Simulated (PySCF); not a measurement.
Compound: C6H15NSi.
Numbering: `[CH3:1][CH2:2][CH2:3][N:4]1[CH2:5][CH2:6][CH2:7][SiH2:8]1` (hydrogens: H9, H10, H11 on C1; H12, H13 on C2; H14, H15 on C3; H16, H17 on C5; H18, H19 on C6; H20, H21 on C7; H22, H23 on Si8)

Geometry (GFN2-xTB, Å), atoms numbered from 1 in this order:
```xyz
23
C6H15NSi angstrom
C     -2.305    0.488   -1.189
C     -2.296   -0.025    0.244
C     -1.161   -1.030    0.482
N      0.147   -0.483    0.252
C      0.706    0.367    1.285
C      1.901    1.096    0.677
C      2.645    0.108   -0.218
Si     1.244   -0.918   -0.987
H     -1.365    0.984   -1.414
H     -3.117    1.196   -1.338
H     -2.431   -0.336   -1.888
H     -3.244   -0.517    0.470
H     -2.189    0.817    0.931
H     -1.230   -1.412    1.510
H     -1.293   -1.874   -0.200
H     -0.045    1.080    1.639
H      1.023   -0.240    2.147
H      2.540    1.512    1.458
H      1.531    1.920    0.064
H      3.273    0.627   -0.937
H      3.299   -0.524    0.382
H      0.815   -0.454   -2.314
H      1.548   -2.355   -1.045
```

Computed at PBE0/pcSseg-1 (PySCF, non-relativistic), with Q(14N) = 0.02044 b: N4, 14N (I = 1): χzz = -5.385 MHz, η = 0.360.

(1) Find the zero-field quadrupole resonance frequencies of 14N at N4.

Results:

(1) From ν± = (3/4)|χ|(1 ± η/3) and ν0 = |χ|η/2: ν+ 4.523 MHz, ν− 3.555 MHz, ν0 0.968 MHz (silicon-bound nitrogen).

In a crystal, neighbours and librations shift these lines. Isolated species at its GFN2-xTB geometry (one conformer only). GFN2-xTB bond lengths can be off by several hundredths of an ångström, more for odd bonds, and the gradients follow them. The basis is small and wasn't made for field gradients, so the couplings can be 20 % off.
